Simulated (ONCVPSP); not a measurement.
## Ru, ONCV: configuration errors across variants

```json
{"Element": "ruthenium (Ru)", "Generator": "ONCVPSP 4.0.1", "Type": "optimised norm-conserving Vanderbilt (ONCV)", "Functional": "PBE", "Relativity": "fully relativistic", "Frozen core": "[Ar] 3d10", "Valence charge": "16", "Reference configuration": "4s2 4p6 4d7 (charge +1)", "Partial waves": "4s: rc 1.05 bohr, ncon 3, nbas 6, qcut 5.3 1/bohr, 2 projectors, debl 3 Ha; 4p: rc 1.35 bohr, ncon 4, nbas 8, qcut 11.9 1/bohr, 1 projector; 4d: rc 1.50 bohr, ncon 3, nbas 6, qcut 6.9 1/bohr, 2 projectors, debl 3 Ha", "Local potential": "polynomial inside 0.90 bohr (lpopt 3, dvloc0 1 Ha)", "Core correction": "none"}
```

Open shells are filled in proportion to 2j + 1.

In the s channel the program set the typed energies aside and used -3.077, 0.250 Ha.

All-electron excitation energies from the reference (eV): (1) 4s2 4p6 4d7 5s1 -7.294; (2) 4s2 4p6 4d6 18.186; (3) 4s2 4p6 4d5 48.806; (4) 4s2 4p6 4d6 5s1 2.819.

Errors AE − PS in meV (a dash: test not solved or not reliable):

```tsv
change	(1)	(2)	(3)	(4)	bound ghosts	GHOST(+) flags above zero
base	-0.4	-0.4	+4.4	-1.2	none	s, d3/2
d: debl 0.7	-0.4	-0.5	+4.2	-1.2	none	s
d: debl 1.8	-0.4	-0.4	+4.3	-1.2	none	s
d: debl 3.45	-0.4	-0.5	+4.3	-1.2	none	s, d5/2, d3/2
d: debl 4.65	-0.4	-0.5	+4.2	-1.2	none	s, d5/2, d3/2
```

Problem. Give the same row for: d: debl 1.35.

Solution. -0.4, -0.4, +4.3, -1.2; bound ghosts: none; GHOST(+) flags above zero: s.
